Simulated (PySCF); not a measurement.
Hexamethyleneimine, C6H13N.
SMILES: `C1CCNCCC1`

Method: TDDFT CAM-B3LYP/def2-SVPD, vertical, gas phase, core orbitals frozen in the response in PySCF. The structure is a single PBE0-D3(BJ)/def2-SVP conformer in the gas phase; no vibrational or solvent corrections.

Task: List the vertical singlet excitations with oscillator strengths and describe the spectrum.

Result: 

```
state  E (eV)  λ (nm)  ν̃ (cm⁻¹)       f  main configurations (H = HOMO, L = LUMO)
   S1    5.98   207.2      48270  0.0012                                 H→L (76%)
   S2    7.06   175.7      56930   0.041                  H→L+1 (46%), H→L+2 (39%)
   S3    7.15   173.4      57660   0.106                               H→L+3 (78%)
   S4    7.30   169.8      58900  0.0015       H→L+2 (42%), H→L+1 (27%), H→L (18%)
   S5    7.94   156.2      64020  0.0030                  H→L+4 (66%), H→L+7 (10%)
   S6    8.06   153.9      64970  0.0035                               H→L+5 (77%)
   S7    8.18   151.6      65950  0.0054                   H→L+6 (71%), H→L+3 (8%)
   S8    8.39   147.8      67650   0.015                               H→L+7 (70%)
   S9    8.50   145.9      68530  0.0061    H-1→L (61%), H→L+8 (16%), H-1→L+1 (8%)
  S10    8.58   144.5      69200  0.0062                  H→L+8 (66%), H-1→L (14%)
```

Triplets (Tamm–Dancoff): T1 5.74 eV, H→L (74%); T2 6.91 eV, H→L+3 (66%), H→L+6 (14%); T3 6.98 eV, H→L+1 (52%), H→L+2 (28%); T4 7.14 eV, H→L+2 (46%), H→L+1 (19%), H→L (12%).

The lowest singlet comes at 207 nm (577 kJ/mol) in the ultraviolet; it is very weak; its leading configuration is HOMO→LUMO (76%). The most intense listed level is S3 at 7.15 eV (173 nm, f = 0.106), 1.17 eV above S1. Löwdin shares by element: HOMO nitrogen 57%, carbon 18% or more, hydrogen 5% or more (atoms not listed hold the other 20%); LUMO carbon 23% or more, hydrogen 20% or more (atoms not listed hold the other 57%). Of the 10 states listed, 3 reach f = 0.01 and none stays under 0.0005. Orbital energies (eV): HOMO-3 -10.32, HOMO-2 -10.20, HOMO-1 -9.99, HOMO -7.81, LUMO 1.37, LUMO+1 1.94, LUMO+2 1.95. The oscillator strengths of these states sum to 0.188; summed over the whole spectrum of an exact calculation they would give the number of electrons, 56 (Thomas–Reiche–Kuhn). Only the lowest 10 singlets were computed, as vertical energies without vibronic structure.
